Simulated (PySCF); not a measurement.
Species: C4H6ClF3Si.
Structure used (GFN2-xTB), in Å, numbered top down from 1:
```xyz
15
C4H6ClF3Si angstrom
C     -1.1293   -1.2242    0.4275
C     -0.7846   -0.0181    0.0017
Si     0.9511    0.7211   -0.1502
C      2.2218   -0.6787    0.1162
Cl     2.1228   -1.2326    1.8114
C     -1.8361    0.9420   -0.4474
F     -3.0862    0.6128   -0.0966
F     -1.6215    2.1806    0.0375
F     -1.8453    1.0748   -1.7899
H     -0.3848   -1.9297    0.7513
H     -2.1581   -1.5465    0.4814
H      1.1201    1.2509   -1.5055
H      1.1260    1.7342    0.8885
H      3.2381   -0.3278   -0.0355
H      2.0615   -1.5509   -0.5122
```

Mayer bond orders were computed from the PBE0/pcSseg-1 density (PySCF). Isolated species at its GFN2-xTB geometry (one conformer only).

Question: Rank these bonds by Mayer order, highest first.
A. C1–C2
B. Si3–C4
C. C2–Si3
D. C4–Cl5
E. C2–C6

Answer: A (1.98), E (1.02), D (0.95), B (0.86), C (0.79).

Set the orders of all bonds between heavy atoms beside their lengths and the difference of the Hirshfeld charges at their ends.

```csv
bond,Mayer order,length (Å),q(first) − q(second) (e)
C1–C2,1.975,1.325,+0.060
C2–C6,1.018,1.493,-0.377
C6–F7,1.018,1.339,+0.337
C6–F9,0.984,1.349,+0.353
C6–F8,0.966,1.347,+0.340
C4–Cl5,0.954,1.786,-0.072
Si3–C4,0.858,1.909,+0.445
C2–Si3,0.792,1.893,-0.448
```

For a closed shell the Mayer order of atoms A and B is Σ (PS)μν (PS)νμ over the basis functions μ on A and ν on B, with P the density and S the overlap matrix.
